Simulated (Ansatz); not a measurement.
Molecule: C2H6BCl, charge 0, multiplicity 1. 
Coordinates optimised at B3LYP-D3(BJ)/def2-TZVP (Ansatz, an electronic-structure program):
```xyz
10

C      1.4255    -0.9875    -0.4063
B      0.0192    -0.3520    -0.1827
C     -1.3160    -1.0184    -0.6351
Cl    -0.0670     1.2264     0.6367
H      1.3875    -2.0783    -0.4510
H      2.1747    -0.6750     0.3208
H      1.7812    -0.6533    -1.3905
H     -1.6549    -1.6609     0.1891
H     -2.1209    -0.3108    -0.8325
H     -1.1825    -1.6752    -1.4977
```

Total electronic energies in hartree. Correlated levels leave the core frozen unless marked. No spin-orbit coupling. Non-relativistic unless marked X2C. CBS marks a two-point X^-3 extrapolation of the correlation energy; Hartree-Fock from the larger set. The bracket is a focal-point correction in the basis named.

| level | program | energy (Eh) |
|---|---|---|
| HF/aug-cc-pV(T+d)Z | Ansatz | -563.53357 |
| SVWN5/def2-TZVPD | Ansatz | -562.45060 |
| PBE/def2-TZVPD | Ansatz | -564.63358 |
| revPBE/def2-TZVPD | Ansatz | -564.86570 |
| r2SCAN-D4/def2-TZVPD | Ansatz + dftd4 | -564.88616 |
| PBE0-D4/def2-TZVP | Ansatz + dftd4 | -564.70055 |
| BHLYP/def2-TZVPD | Ansatz | -564.92055 |
| r2SCANh/def2-TZVPD | Ansatz | -564.88079 |
| r2SCAN0/def2-TZVPD | Ansatz | -564.87584 |
| B2GP-PLYP-D3(BJ)/def2-TZVPD | Ansatz + dftd3 | -564.67947 |
| B2GP-PLYP/def2-TZVPD | Ansatz | -564.67516 |
| RPA@PBE/cc-pV(Q+d)Z | Ansatz | -564.69593 |
| MP2/cc-pwCVTZ | Ansatz | -564.18822 |
| RI-MP2/cc-pV(Q+d)Z | Ansatz | -564.23531 |
| SCS-MP2/6-31G | Ansatz | -563.67608 |
| SCS-MP2/cc-pV(D+d)Z | Ansatz | -563.99703 |
| SCS-MP2/cc-pwCVTZ | Ansatz | -564.19125 |
| CCSD/STO-3G | Ansatz | -557.51486 |
| CCSD(T)/cc-pV(D+d)Z | Ansatz | -564.06897 |
| CCSD(T)/aug-cc-pV(Q+d)Z | Ansatz | -564.31361 |
| X2C-CCSD(T)/cc-pVTZ-DK | Ansatz | -565.69764 |
| RI-MP2/CBS(cc-pV(T+d)Z,cc-pV(Q+d)Z)+[CCSD(T)-MP2]/cc-pV(T+d)Z | Ansatz | -564.3472 |
| CCSD(T)/CBS(aug-cc-pV(T+d)Z,aug-cc-pV(Q+d)Z) | Ansatz | -564.3405 |

Totals of different functionals don't rank their quality; only differences between species are comparable.
